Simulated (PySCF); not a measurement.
A species of formula C6H12Si has this rotational fingerprint, computed with B3LYP/def2-SVPD in PySCF (dipole) on a GFN2-xTB geometry, gas phase:

```
Rotational constants : A = 2472, B = 1735, C = 1413 MHz
Dipole components    : |μa| = 0.31 D, |μb| = 0.28 D, |μc| = 0.46 D
Inertial defect      : -138.01 u·Å²
κ                    : -0.39
```

Question: Which candidate fits, each taken in the one conformer that was computed?
A. `[CH:1]#[C:2][C@H:3]([CH3:4])[CH2:5][SiH2:6][CH3:7]` with C2–C3–C5–Si6 -65°, C3–C5–Si6–C7 -179°
B. `[CH3:1][CH2:2][CH2:3][SiH2:4][CH:5]1[CH:6]=[CH:7]1` with C1–C2–C3–Si4 178°, C2–C3–Si4–C5 61°, C3–Si4–C5–C6 -155°
C. `[CH:1]#[C:2][C:3]([CH3:4])([CH3:5])[SiH2:6][CH3:7]` with C2–C3–Si6–C7 59°

Answer: C. It is C#CC(C)(C)[SiH2]C, an asymmetric top, point group C1. The candidates at the same level (rigid rotor, commonest isotopes):

```tsv
SMILES	A (MHz)	B (MHz)	C (MHz)	μa (D)	μb (D)	μc (D)	Δ (u·Å²)	point group	rotor
C#CC(C)(C)[SiH2]C	2472	1735	1413	0.31	0.28	0.46	-138.01	C1	asymmetric top
CCC[SiH2]C1C=C1	4077	1072	904.6	0.24	0.85	0.09	-36.84	C1	asymmetric top
C#C[C@H](C)C[SiH2]C	3512	1141	932.1	0.26	0.90	0.30	-44.57	C1	asymmetric top
```

`CCC[SiH2]C1C=C1` has A 65 % too high; `C#C[C@H](C)C[SiH2]C` has A 42 % too high. No structure here is proved a minimum.
